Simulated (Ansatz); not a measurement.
Mulliken charges of GaH5N2 (`[NH2][GaH][NH2]`) from B3LYP/def2-TZVPP in Ansatz (PBE0-D4/def2-TZVP geometry).

```tsv
atom	x (Å)	y (Å)	z (Å)	charge (e)
N1	-1.050	0.718	-0.930	-0.406
Ga2	0.193	0.506	0.376	0.324
N3	0.885	-1.159	0.598	-0.407
H4	-1.407	-0.024	-1.506	0.129
H5	-1.523	1.588	-1.102	0.135
H6	0.647	1.697	1.264	-0.040
H7	1.604	-1.371	1.266	0.135
H8	0.650	-1.956	0.033	0.129
```

**Question.** By hand: the dipole of these point charges (1 e Å = 4.8032 D).

**Answer.** Σ q r = (0.016, 0.050, 0.038) e Å, of length 0.065 e Å = 0.31 D.

**Question.** How does the dipole of the full density compare? (Estimate.)

**Answer.** Ansatz gave: (-0.053, -0.131, -0.094) e Å, 0.82 D; the point charges give 0.38 times that, at 176° from its direction, so they point the opposite way.

Point charges leave out the atoms' own dipoles, such as those of lone pairs, and Mulliken's split depends on the basis, so the two needn't agree.

B3LYP here is the variant with VWN-RPA as its local correlation; programs differ in this.
